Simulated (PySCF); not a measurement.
Fill in the blanks.

Compound: C3H11NSi2.
Atom-mapped SMILES: `[CH3:1][NH:2][SiH2:3]/[CH:4]=[CH:5]/[SiH3:6]` (hydrogens: H7, H8, H9 on C1; H10 on N2; H11, H12 on Si3; H13 on C4; H14 on C5; H15, H16, H17 on Si6)

Conformer (atom-mapped SMILES and torsion angles): `[CH3:1][NH:2][SiH2:3]/[CH:4]=[CH:5]/[SiH3:6]`: C1–N2–Si3–C4 175°, N2–Si3–C4–C5 -22°.

```tsv
property	level	value
point group of the GFN2-xTB geometry	GFN2-xTB	?
rotational constants A, B, C of the GFN2-xTB geometry	GFN2-xTB	?
dipole moment	CAM-B3LYP/def2-SVPD	?
HOMO energy	CAM-B3LYP/def2-SVPD	-8.17 eV
LUMO energy	CAM-B3LYP/def2-SVPD	0.31 eV
lowest singlet excitation	TDDFT CAM-B3LYP/def2-SVPD	5.60 eV (221 nm, f = 0.007)
strongest line among the 8 lowest singlet transitions	TDDFT CAM-B3LYP/def2-SVPD	S4 at 6.72 eV (185 nm, f = 0.519)
lowest triplet excitation (Tamm–Dancoff)	TDA CAM-B3LYP/def2-SVPD	4.12 eV
static isotropic polarisability	CAM-B3LYP/def2-SVPD	?
electronic spatial extent ⟨r²⟩ about the centre of nuclear charge	CAM-B3LYP/def2-SVPD	?
13C chemical shifts (computed TMS as zero) by class	GIAO PBE0/pcSseg-1	?
1H chemical shifts (computed TMS as zero) by class	GIAO PBE0/pcSseg-1	?
isotropic shieldings of nuclei other than C and H, by class	GIAO PBE0/pcSseg-1	257 (N2), 394 (Si3), 421 (Si6) ppm
```

Electronic properties: PySCF, gas phase, density fitting. NMR classes are plain means over equivalent atoms (diastereotopic ones count apart unless rotation or inversion swaps them), as if these changed places fast; in this geometry the members of some classes differ.

Q: Give the dipole moment.

A: 1.04 D.

Q: Give the point group of the GFN2-xTB geometry.

A: C1.

Q: Give the 1H chemical shifts (computed TMS as zero) by class.

A: 7.18 (H14), 7.10 (H13), 4.95 (H11/H12), 4.21 (H15/H16/H17), 2.88 (H7/H8/H9), -0.43 (H10) ppm.

Q: What are the rotational constants A, B, C of the GFN2-xTB geometry?

A: 5.914, 0.800, 0.722 GHz.

Q: Give the 13C chemical shifts (computed TMS as zero) by class.

A: 158.2 (C4), 151.5 (C5), 32.4 (C1) ppm.

Q: Give the electronic spatial extent ⟨r²⟩ about the centre of nuclear charge.

A: 1600 bohr².

Q: Give the static isotropic polarisability.

A: 100.5 au.

The largest Löwdin shares of the HOMO are 0.57 on N2, 0.12 on C1, 0.10 on Si3 and 0.06 on H11. A dipole of 1.04 D is allowed in C1, and pure rotational transitions are dipole-allowed. The 8 singlets span 5.60 to 7.53 eV, and their oscillator strengths add up to 0.61.

For the TDDFT job (CAM-B3LYP/def2-SVPD), hardware: x86-64 server, one thread, no GPU, on a shared host. Cost: 30 s wall.

One conformer stands for the species.
